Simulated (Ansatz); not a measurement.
Born–Oppenheimer molecular dynamics of AlH7O2Si2 (12 atoms, charge 0, multiplicity 1). It starts from a relaxed structure.

These are results of RKS PBE/STO-3G (Ansatz 0.2.0), not measurements.

```yaml
ensemble: NVT, Langevin thermostat
time_step: 0.25 fs
steps_asked: 250
set_temperature: 300 K
friction: 0.005 /fs
seed: 516662
```

First frame:

```xyz
12
Properties=species:S:1:pos:R:3
Al 0.076 -0.097 0.025
O -0.006 -0.157 1.718
Si -1.381 -0.457 2.668
H -2.020 -1.744 2.385
H -0.944 -0.470 4.060
H -2.403 0.584 2.527
H 1.385 0.365 -0.545
O -1.120 -0.489 -1.113
Si -2.631 -1.203 -0.809
H -2.514 -2.564 -0.280
H -3.465 -0.437 0.120
H -3.333 -1.273 -2.085
```

Q: How far do the bonds stretch over the last three quarters of this one trajectory? (Pairs bonded in most of those frames.)

A: 
| bond | mean (Å) | spread (Å) | shortest | longest |
| --- | --- | --- | --- | --- |
| Al1–O2 | 1.701 | 0.033 | 1.65 | 1.75 |
| Al1–H7 | 1.502 | 0.010 | 1.48 | 1.52 |
| Al1–O8 | 1.687 | 0.024 | 1.65 | 1.72 |
| O2–Si3 | 1.709 | 0.010 | 1.68 | 1.72 |
| Si3–H4 | 1.467 | 0.017 | 1.44 | 1.49 |
| Si3–H5 | 1.458 | 0.016 | 1.43 | 1.48 |
| Si3–H6 | 1.467 | 0.009 | 1.45 | 1.49 |
| O8–Si9 | 1.699 | 0.031 | 1.65 | 1.75 |
| Si9–H10 | 1.468 | 0.023 | 1.43 | 1.50 |
| Si9–H11 | 1.465 | 0.028 | 1.42 | 1.51 |
| Si9–H12 | 1.462 | 0.012 | 1.43 | 1.49 |

Mean temperature of the second half: 135 K. The mean temperature of the second half is 55 % below the set value. A run of 0.062 ps of so small a system gives no equilibrium averages. Limits of this set-up: minimal basis.

Time of the run: 9.1 min on 1 thread of Arm Neoverse V2, with other jobs on the host, peak memory 0.098 GiB.
